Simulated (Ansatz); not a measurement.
Basis sets compared for the cluster NbO4H3. Total charge 0; singlet. Geometry PBE-D4/def2-SVP. Ansatz on 4 threads of Arm Neoverse V2 on a shared host; times are rough, and most runs start from earlier orbitals.

Cartesian coordinates in Å:
```
Nb -0.5890 0.2666 -0.1673
O -2.2228 -0.1432 -0.4765
O -0.1829 -0.0729 1.6621
O 0.4758 -0.7679 -1.4539
O 1.6962 -0.1002 -0.9576
H -0.5501 2.0361 -0.4570
H -0.7863 -0.3697 2.3678
H 2.1591 -0.8488 -0.5176
```

In the def2 sets Nb takes a core potential; there is no spin–orbit coupling. The structure holds one bond between oxygen atoms, so isomers without such links may lie far lower. The structure comes from a short search, and lower isomers may exist.

Binding counts from free atoms (Nb sextet, O triplet, H doublet) in the same basis, without a counterpoise term.

| level | functions | energy (Eh) | HOMO (eV) | LUMO (eV) | binding per atom (eV) | wall time |
| --- | --- | --- | --- | --- | --- | --- |
| PBE-D4/def2-SVP | 102 | -359.2371 | -7.06 | -2.86 | 4.28 | 1 s |
| PBE-D4/def2-TZVP | 182 | -359.6179 | -7.19 | -2.98 | 4.22 | 1.6 s |
| r2SCAN-D4/def2-TZVP (with forces) | 182 | -359.7774 | -7.57 | -2.85 | 4.02 | 3.5 s |
| PBE0-D4/def2-SVP | 102 | -359.1628 | -8.71 | -2.01 | 3.94 | 1.1 s |
| PBE0-D4/def2-TZVP | 182 | -359.5439 | -8.77 | -2.08 | 3.90 | 2 s |

Estimate the rows for PBE-D4/def2-TZVPD, r2SCAN-D4/def2-TZVPD, PBE0-D4/def2-TZVPD.


```
               level  functions  energy (Eh)  HOMO (eV)  LUMO (eV)  binding per atom (eV)  wall time
   PBE-D4/def2-TZVPD        227    -359.6222      -7.24      -3.04                   4.22      2.5 s
r2SCAN-D4/def2-TZVPD        227    -359.7813      -7.59      -2.87                   4.03      4.7 s
  PBE0-D4/def2-TZVPD        227    -359.5481      -8.79      -2.11                   3.91      2.8 s
```
